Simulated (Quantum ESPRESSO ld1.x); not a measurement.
Task: All-electron atom: Ne in [Ne] (the NIST ground configuration). All-electron calculation, scalar-relativistic Kohn-Sham, relativistic LDA (MacDonald-Vosko exchange, VWN5 correlation), spin-unpolarised, spherical densities, point nucleus. Program: ld1.x of Quantum ESPRESSO 7.5. Some entries of the table are withheld. Estimate them.

orbital,occ.,eigenvalue (eV),<r> (bohr)
1s,2,(1),(2)
2s,2,(3),(4)
2p,6,(5),0.9815

Result: 
(1) 1s eigenvalue (eV): -824.929
(2) 1s <r> (bohr): 0.1588
(3) 2s eigenvalue (eV): -36.086
(4) 2s <r> (bohr): 0.9029
(5) 2p eigenvalue (eV): -13.539
